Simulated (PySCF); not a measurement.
**Which determinant of BeGa lies lowest?**

Unrestricted PBE0; Be jorge-DZP-DKH, Ga jorge-DZP-DKH; spin-free X2C with a Gaussian nucleus (PySCF 2.14). Outer shells of the fragments: Be 2s2; Ga 3d10 4s2 4p1.

Followed along the bond (rough minima from three points):

```
2Ms+1   unpaired  ⟨S²⟩ at the start  R at minimum (Å)  Te (eV)
    2        π ↑               0.80              2.35     0.00
    2        σ ↑               0.76              2.59     0.13
    4  σ ↑↑, π ↑               3.75              2.23     1.08
    4  σ ↑, π ↑↑               3.76  none in the scan   ≤ 0.94
    2  σ ↑, π ↑↓               1.76  none in the scan   ≤ 1.57
```

Solutions found at the starting distance of 2.165 Å, counted from the lowest of them; the search is not exhaustive and high or unbound solutions are not listed, so other states can lie among these:

```tsv
2Ms+1	unpaired	term	E (eV)	⟨S²⟩	⟨Lz²⟩	μ (D)
2	π ↑	²Π	0.00	0.80	1.00	-0.01
2	σ ↑	²Σ⁺	0.46	0.76	0.00	0.83
4	σ ↑, π ↑↑	⁴Σ⁻	0.89	3.76	0.00	0.01
4	σ ↑↑, π ↑	⁴Π	1.01	3.75	1.00	1.45
2	σ ↑, π ↑↓	mixed	1.51	1.76	2.01	0.00
2	σ ↓, π ↑↑	mixed	1.74	1.76	0.00	-0.06
4	σ ↑, π ↑↑	mixed	3.37	3.76	2.00	0.08
```

A term symbol is given only where ⟨S²⟩ and ⟨Lz²⟩ are close to those of a pure state; real π, δ and φ orbitals otherwise mix terms. A positive dipole means Be(−)Ga(+).

Compare the gap between the two lowest followed solutions at the starting distance with the gap between their minima.

At PBE0 the second solution (doublet, unpaired electrons σ ↑) lies +0.46 eV from the first (doublet, unpaired electrons π ↑) at 2.165 Å and +0.13 eV at the minima; the two curves relax by different amounts, since their minima lie near 2.59 and 2.35 Å.

Spin–orbit coupling is left out. Counting both spins, an empty level lies below a filled one in some of these solutions, because spin and occupation are held.
